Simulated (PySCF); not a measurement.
C₄H₇ (SMILES [CH]1CCC1), doublet, geometry from GFN2-xTB; DF-PBE0/6-311++G** (PySCF).

Input for PySCF:
```python
from pyscf import gto, scf, dft
import numpy

mol = gto.M(
    atom='''
C     0.00788728    1.06774097    0.04664582
C    -0.00763800   -1.03399532   -0.04517160
C    -1.08467578    0.06806734    0.00750974
C     1.08556611    0.05246214   -0.00224423
H     0.01578849    2.13736921    0.09337410
H    -0.01599358   -1.62576582   -0.95751018
H    -0.00859656   -1.70312770    0.81208260
H    -1.73307724    0.04050504    0.89034144
H    -1.74043106    0.11741518   -0.86891810
H     1.74141305    0.01552159    0.87472563
H     1.73405923    0.09243173   -0.88453390
''',
    basis='6-311++g**',
    spin=1,
    verbose=4,
)
print('smallest overlap eigenvalue', numpy.linalg.eigvalsh(mol.intor('int1e_ovlp'))[0])

mf = dft.UKS(mol)
mf.xc = 'pbe0'
mf = mf.density_fit(auxbasis='def2-universal-jkfit')
mf = scf.addons.remove_linear_dep_(mf, threshold=1e-2, lindep=1e-2)
mf.kernel()
```

What the program printed (banner, timings and long lists left out):

```
PySCF version 2.14.0

[INPUT] verbose = 4
[INPUT] num. atoms = 11
[INPUT] num. electrons = 31
[INPUT] charge = 0
[INPUT] spin (= nelec alpha-beta = 2S) = 1
[INPUT] symmetry False subgroup None
[INPUT] Mole.unit = angstrom
[INPUT] Symbol           X                Y                Z      unit          X                Y                Z       unit  Magmom
[...]
nuclear repulsion = 120.111617343949
number of shells = 75
number of NR pGTOs = 203
number of NR cGTOs = 137
basis = 6-311++g**
ecp = {}
input.py:27: DeprecationWarning: remove_linear_dep_ is deprecated and will be removed in a future release. Linear dependency handling is now built into the SCF procedure by default. Linear dependency removal can be controlled using the following settings:
  pyscf.scf.hf.remove_overlap_zero_eigenvalue = True
  pyscf.scf.hf.overlap_zero_eigenvalue_threshold = 1e-6

  mf = scf.addons.remove_linear_dep_(mf, threshold=1e-2, lindep=1e-2)
smallest overlap eigenvalue 7.179396086105374e-06
Applying remove_linear_dep_ on SCF object.
Using canonical orthogonalization with threshold 0.01

******** <class 'pyscf.df.df_jk.DFUKS'> ********
method = DFUKS
initial guess = minao
damping factor = 0
level_shift factor = 0
DIIS = <class 'pyscf.scf.diis.CDIIS'>
diis_start_cycle = 1
diis_space = 8
diis_damp = 0
SCF conv_tol = 1e-09
SCF conv_tol_grad = None
SCF max_cycles = 50
direct_scf = False
number electrons alpha = 16  beta = 15
XC library pyscf.dft.libxc version 7.1.2
    S. Lehtola, C. Steigemann, M. J. T. Oliveira, and M. A. L. Marques,  SoftwareX 7, 1–5 (2018)
XC functionals = pbe0
    C. Adamo and V. Barone,  J. Chem. Phys. 110, 6158 (1999)
    M. Ernzerhof and G. E. Scuseria,  J. Chem. Phys. 110, 5029 (1999)
radial grids:
    Treutler-Ahlrichs [JCP 102, 346 (1995); DOI:10.1063/1.469408] (M4) radial grids

becke partition: Becke, JCP 88, 2547 (1988); DOI:10.1063/1.454033
pruning grids: <function nwchem_prune>
grids dens level: 3
symmetrized grids: False
atomic radii adjust function: <function treutler_atomic_radii_adjust>
small_rho_cutoff = 0
Set gradient conv threshold to 3.16228e-05
tot grids = 125128
******** <class 'pyscf.df.df.DF'> ********
auxbasis = def2-universal-jkfit
init E= -156.796289001038

cycle= 1 E= -156.357361332536  delta_E= 0.439  |g|= 0.226  |ddm|= 3.23
cycle= 2 E= -156.350038548147  delta_E= 0.00732  |g|= 0.272  |ddm|= 0.374
cycle= 3 E= -156.388460064041  delta_E= -0.0384  |g|= 0.0209  |ddm|= 0.211
[...]
cycle= 22 E= -156.388804252703  delta_E= 8.81e-07  |g|= 0.00275  |ddm|= 0.00111
cycle= 23 E= -156.388804476804  delta_E= -2.24e-07  |g|= 0.00264  |ddm|= 0.000705
cycle= 24 E= -156.388804548193  delta_E= -7.14e-08  |g|= 0.00257  |ddm|= 0.000637
cycle= 25 E= -156.388805526417  delta_E= -9.78e-07  |g|= 0.00241  |ddm|= 0.00166
cycle= 26 E= -156.388805160127  delta_E= 3.66e-07  |g|= 0.0026  |ddm|= 0.00087
cycle= 27 E= -156.388805312134  delta_E= -1.52e-07  |g|= 0.00255  |ddm|= 0.000554
cycle= 28 E= -156.388805547813  delta_E= -2.36e-07  |g|= 0.00228  |ddm|= 0.00252
cycle= 29 E= -156.388805576654  delta_E= -2.88e-08  |g|= 0.00236  |ddm|= 0.0022
cycle= 30 E= -156.388805611297  delta_E= -3.46e-08  |g|= 0.00232  |ddm|= 0.00105
cycle= 31 E= -156.388804905531  delta_E= 7.06e-07  |g|= 0.00272  |ddm|= 0.00164
cycle= 32 E= -156.388804972293  delta_E= -6.68e-08  |g|= 0.00268  |ddm|= 0.000979
cycle= 33 E= -156.388805027664  delta_E= -5.54e-08  |g|= 0.00258  |ddm|= 0.000759
cycle= 34 E= -156.388804794304  delta_E= 2.33e-07  |g|= 0.00273  |ddm|= 0.00145
cycle= 35 E= -156.388805147546  delta_E= -3.53e-07  |g|= 0.00259  |ddm|= 0.00121
cycle= 36 E= -156.388805797323  delta_E= -6.5e-07  |g|= 0.00236  |ddm|= 0.0014
cycle= 37 E= -156.388805440735  delta_E= 3.57e-07  |g|= 0.00228  |ddm|= 0.00217
cycle= 38 E= -156.388805666472  delta_E= -2.26e-07  |g|= 0.00212  |ddm|= 0.00191
cycle= 39 E= -156.388805387015  delta_E= 2.79e-07  |g|= 0.00236  |ddm|= 0.00133
cycle= 40 E= -156.388804169184  delta_E= 1.22e-06  |g|= 0.00295  |ddm|= 0.00124
cycle= 41 E= -156.388804366777  delta_E= -1.98e-07  |g|= 0.00286  |ddm|= 0.000971
cycle= 42 E= -156.388804508686  delta_E= -1.42e-07  |g|= 0.0028  |ddm|= 0.00072
cycle= 43 E= -156.388804462343  delta_E= 4.63e-08  |g|= 0.00287  |ddm|= 0.00134
cycle= 44 E= -156.388804853686  delta_E= -3.91e-07  |g|= 0.0027  |ddm|= 0.00139
cycle= 45 E= -156.388805287388  delta_E= -4.34e-07  |g|= 0.00256  |ddm|= 0.00121
cycle= 46 E= -156.388804955145  delta_E= 3.32e-07  |g|= 0.00263  |ddm|= 0.00215
cycle= 47 E= -156.388805418935  delta_E= -4.64e-07  |g|= 0.00236  |ddm|= 0.00225
cycle= 48 E= -156.388804858117  delta_E= 5.61e-07  |g|= 0.0027  |ddm|= 0.00148
cycle= 49 E= -156.388804295887  delta_E= 5.62e-07  |g|= 0.00293  |ddm|= 0.000973
cycle= 50 E= -156.388804318038  delta_E= -2.22e-08  |g|= 0.00293  |ddm|= 7.64e-05
SCF not converged.
SCF energy = -156.388804318038 after 50 cycles  <S^2> = 0.75533718  2S+1 = 2.0053301
```

The run did not converge; its last values are not results.
